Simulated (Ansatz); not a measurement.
Stepwise reaction of `N[SiH]([SiH3])[SiH3]` with hydrogen chloride, as a gas-phase model of exchange steps in deposition or etching. ΔE in kJ/mol; ΔG adds harmonic PBE0-D4 terms to CCSD(T)/CBS, at 1 bar.

Computed with Ansatz on PBE0-D4/def2-TZVP structures; ΔE is electronic, products minus reactants. CBS: MP2 limit from def2 TZ/QZ plus the TZ coupled-cluster correction, frozen cores. This one scheme is used for every species. DFT in def2-TZVPP. B3LYP here is the variant with VWN-RPA as its local correlation; programs differ in this. One conformer a species, not always the lowest.

```tsv
step	reaction	PBE-D4	B3LYP-D4	ωB97M-V	CCSD(T)/CBS	ΔG(600 K)
1	`N[SiH]([SiH3])[SiH3]` + HCl → `N[SiH]([SiH3])Cl` + SiH₄	-98.7	-112.9	-118.8	-112.8	-100.9
2	`N[SiH]([SiH3])Cl` + HCl → `N[SiH](Cl)Cl` + SiH₄	-90.5	-103.6	-111.6	-105.4	-98.2
```

(1) By hand: ΔE of the 2 steps together at CCSD(T)/CBS.

## Answers

(1) (-112.8) + (-105.4) = -218.2 kJ/mol, or -109.1 kJ/mol a step.

In ΔE each step is higher than the one before. All are downhill at CCSD(T)/CBS. ΔG lies between -100.9 and -98.2 kJ/mol a step. PBE-D4 differs from CCSD(T)/CBS by 14.1 to 14.9 kJ/mol a step. Isolated molecules leave out the surface, adducts and barriers. Largest T1 diagnostic: 0.013.
